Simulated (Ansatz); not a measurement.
Ansatz results at the PBE0-D4/def2-TZVP geometry: HOMO energy (PBE/def2-TZVPP) -6.66 eV; HOMO energy (ωB97M-V/def2-TZVPP) -10.41 eV; HOMO–LUMO gap (ωB97M-V/def2-TZVPP) 12.09 eV.

Each molecule was computed in one conformer, which needn't be the lowest.

**Question.** Which molecule gave them?
A. `CBC[SiH2]O`
B. `OB(S)S`
C. `BSC`
D. `CCBO[SiH3]`

**Answer.** D. The others give `OB(S)S`: -6.23, -9.58, 11.20; `CBC[SiH2]O`: -7.08, -10.88, 11.91; `BSC`: -6.74, -10.02, 10.90.
